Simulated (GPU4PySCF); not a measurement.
F4TCNQ (C₁₂F₄N₄), SMILES c1(c(F)c(c(=C(C#N)C#N)c(c1F)F)F)=C(C#N)C#N.

Coordinates come from a PBE0-D3(BJ)/def2-TZVP optimisation.

Computed with GPU4PySCF with TDA-PBE/def2-SVPD.

Vertical excitations. 

**Question.** Give excitation energies, oscillator strengths and character. (The exact figures need the calculation; the answer reports its results.)

**Answer.** 
| state | energy (eV) | λ (nm) | f | main pairs |
|---|---|---|---|---|
| S1 | 2.25 | 551 | 0.000 | HOMO−1→LUMO 98 % |
| S2 | 3.46 | 359 | 0.000 | HOMO−3→LUMO 100 % |
| S3 | 3.46 | 358 | 0.000 | HOMO−4→LUMO 100 % |
| S4 | 3.59 | 345 | 2.116 | HOMO→LUMO 85 % |
| S5 | 3.68 | 337 | 0.000 | HOMO−5→LUMO 98 % |
| S6 | 3.75 | 330 | 0.000 | HOMO−2→LUMO 67 %, HOMO→LUMO+1 32 % |
| S7 | 3.79 | 327 | 0.002 | HOMO−6→LUMO 97 % |
| S8 | 3.87 | 320 | 0.000 | HOMO−7→LUMO 99 % |
| S9 | 3.88 | 320 | 0.000 | HOMO−8→LUMO 99 % |
| S10 | 4.03 | 308 | 0.000 | HOMO−11→LUMO 98 % |
| S11 | 4.08 | 304 | 0.002 | HOMO−12→LUMO 97 % |
| S12 | 4.30 | 288 | 0.000 | HOMO−10→LUMO 92 % |
| T1 | 1.14 | 1087 | 0 | HOMO→LUMO 99 % |
| T2 | 1.89 | 654 | 0 | HOMO−1→LUMO 99 % |
| T3 | 3.09 | 401 | 0 | HOMO−2→LUMO 97 % |
| T4 | 3.34 | 371 | 0 | HOMO−3→LUMO 100 % |
Triplets are in the Tamm–Dancoff approximation.
